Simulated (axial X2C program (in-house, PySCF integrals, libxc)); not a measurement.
# Outer orbitals of RuSe at 2.217 Å, PBE

Computed with an in-house all-electron X2C program for linear molecules (integrals from PySCF). Spin-free means the one-electron spin-free X2C Hamiltonian; two-component (2c) means X2C with spin–orbit coupling and atomic mean-field two-electron Coulomb and Gaunt terms, so the difference of the two also holds small scalar two-electron terms. Basis: Ru dyall-cv3z [12s12p8d5f3g], Se dyall-cv3z [8s9p6d4f1g] (cores contracted in-house); Gaussian nuclei, density fitting, unrestricted open shells. Masses: Ru 101.904 u, Se 79.917 u.

The distance is close to the 2c PBE0 minimum; the highest filled and lowest empty levels are listed.

Spin-free orbitals, state M_S = 2, Λ = 2 (beyond evenly filled blocks: σα, π+α, π-α, δ+α, δ+β, δ-α) (Löwdin shares):

```
symmetry  occupied  ε (eV)              atomic character
      σα       yes  -16.83  71% Se s, 10% Ru d, 10% Ru p
      σβ       yes  -16.27  70% Se s, 10% Ru d, 10% Ru p
      σα       yes   -8.16   48% Ru d, 44% Se p, 4% Se s
     π-α       yes   -7.54            66% Ru d, 30% Se p
     π+α       yes   -7.54            66% Ru d, 30% Se p
      σβ       yes   -7.43   58% Se p, 31% Ru d, 4% Ru s
     π-β       yes   -6.35   48% Ru d, 46% Se p, 3% Ru p
     π+β       yes   -6.35   48% Ru d, 46% Se p, 3% Ru p
     δ-α       yes   -6.29                     100% Ru d
     δ+α       yes   -6.29                     100% Ru d
      σα       yes   -5.66  42% Ru s, 34% Ru d, 24% Se p
     π-α       yes   -5.08   52% Se p, 34% Ru d, 9% Ru p
     π+α       yes   -5.08   52% Se p, 34% Ru d, 9% Ru p
     δ+β       yes   -4.37                     100% Ru d
     δ-β        no   -4.37                     100% Ru d
      σβ        no   -4.13  47% Ru d, 36% Ru s, 16% Se p
     π-β        no   -3.70   51% Ru d, 35% Se p, 8% Ru p
     π+β        no   -3.70   51% Ru d, 35% Se p, 8% Ru p
```

A filled and an empty partner (Λ and −Λ, same spin) share one energy because the functional has no current term.

Spinors with spin–orbit coupling (state Ω = 4):

```csv
ω,occupied,ε (eV),atomic character,λ mixture
1/2,yes,-16.83,"71% Se s, 10% Ru d, 10% Ru p",100% σ
-1/2,yes,-16.27,"70% Se s, 10% Ru d, 10% Ru p",100% σ
1/2,yes,-8.16,"48% Ru d, 44% Se p, 4% Se s",100% σ
-1/2,yes,-7.62,"64% Ru d, 32% Se p","99% π, 1% σ"
3/2,yes,-7.47,"68% Ru d, 29% Se p",100% π
-1/2,yes,-7.43,"56% Se p, 33% Ru d, 4% Ru s","99% σ, 1% π"
1/2,yes,-6.45,"47% Ru d, 46% Se p, 3% Ru p","98% π, 2% σ"
-3/2,yes,-6.44,"93% Ru d, 6% Se p","84% δ, 16% π"
-3/2,yes,-6.23,"56% Ru d, 39% Se p, 2% Ru p","84% π, 16% δ"
5/2,yes,-6.16,100% Ru d,100% δ
1/2,yes,-5.65,"41% Ru s, 33% Ru d, 24% Se p","99% σ, 1% π"
-1/2,yes,-5.16,"51% Se p, 34% Ru d, 9% Ru p","99% π, 1% σ"
3/2,yes,-4.98,"51% Se p, 34% Ru d, 9% Ru p","98% π, 2% δ"
3/2,yes,-4.48,98% Ru d,"98% δ, 2% π"
-5/2,no,-4.25,100% Ru d,100% δ
-1/2,no,-4.13,"48% Ru d, 35% Ru s, 15% Se p",100% σ
1/2,no,-3.78,"52% Ru d, 35% Se p, 7% Ru p",100% π
-3/2,no,-3.61,"50% Ru d, 36% Se p, 8% Ru p",100% π
```

(1) How does the gap between the highest filled and lowest empty level change from the spin-free to the 2c table?

Mulliken charges and populations of the two-component result (they depend on the basis, above all on diffuse functions):

Ru 0.15 e (s 8.58 p 18.20 d 17.04 f 0.03 g 0.01), Se -0.15 e (s 7.92 p 16.17 d 10.05 f 0.01). ⟨Lz⟩ = 2.00 ħ and ⟨Sz⟩ = 2.00 ħ (1.52 and 0.48 on the two atoms), which add up to Ω.

The state is a single determinant with fixed occupations, the lowest that a limited PBE0 search found. Density functionals use the spin component along the axis (collinear). Other states lie close and PBE0, whose exact exchange favours high spin, may order them wrongly; the determinant shown need not be the ground state. The nearest other spin-free determinant of the search, M_S = 2, Λ = 0, lies 0.39 eV up at the distance of the search. The functionals have no current-density term, which raises determinants with orbital currents, atoms included. With several unpaired electrons one determinant need not be a pure state. Open-shell Ω = 0 determinants with evenly filled partner blocks cannot be reached by this program, so the Ω shown need not be the lowest component.

Results:

(1) From 0.00 to 0.23 eV at PBE, a change of 0.23 eV.
